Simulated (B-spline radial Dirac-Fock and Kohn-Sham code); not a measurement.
## Satellites and hypersatellites of the K lines of Pb³⁵⁺

System: lead as Pb³⁵⁺, configuration [Kr] 4d10 4f1.

The run's input, task.json:

```json
{"items": [{
  "Z": 82,
  "q": 35,
  "cfg": [[1, 0, 2], [2, 0, 2], [2, 1, 6], [3, 0, 2], [3, 1, 6], [3, 2, 10], [4, 0, 2], [4, 1, 6], [4, 2, 10], [4, 3, 1]],
  "A": 208,
  "rrms": 5.5012,
  "do": ["binding", "quiet", "double"]
}]}
```

Launch: `python xray_run.py task.json out`

These are calculated numbers from a radial B-spline solver; the model is Dirac-Fock ΔSCF + Breit + QED. Each two-hole energy is an average over J within one jj subconfiguration, not an observable level; in light atoms, where LS coupling holds, the j-resolved values are not observed lines, and for a K spectator the Kα1 hypersatellite is nearly forbidden. Electron correlation is not included.

Lines without a spectator: Kα2 (K-L2) 72795.1 eV, Kα1 (K-L3) 74957.9 eV, Kβ3 (K-M2) 84443.0 eV, Kβ1 (K-M3) 84937.1 eV. Shifts in eV with one spectator hole (a dash: not computed, or left out as unreliable):

```
spectator hole      Kα2      Kα1      Kβ3      Kβ1
        K (1s)  +1152.0  +1261.8  +1499.8  +1526.4
    L2 (2p1/2)   +153.4   +213.0        –   +391.4
    L3 (2p3/2)   +103.2   +118.1   +273.5        –
    M2 (3p1/2)        –    +35.5    +66.8    +79.7
    M3 (3p3/2)   +16.86        –    +53.1    +55.2
    M4 (3d3/2)    +5.40    +2.20        –        –
    M5 (3d5/2)    -0.62    +4.24        –        –
```
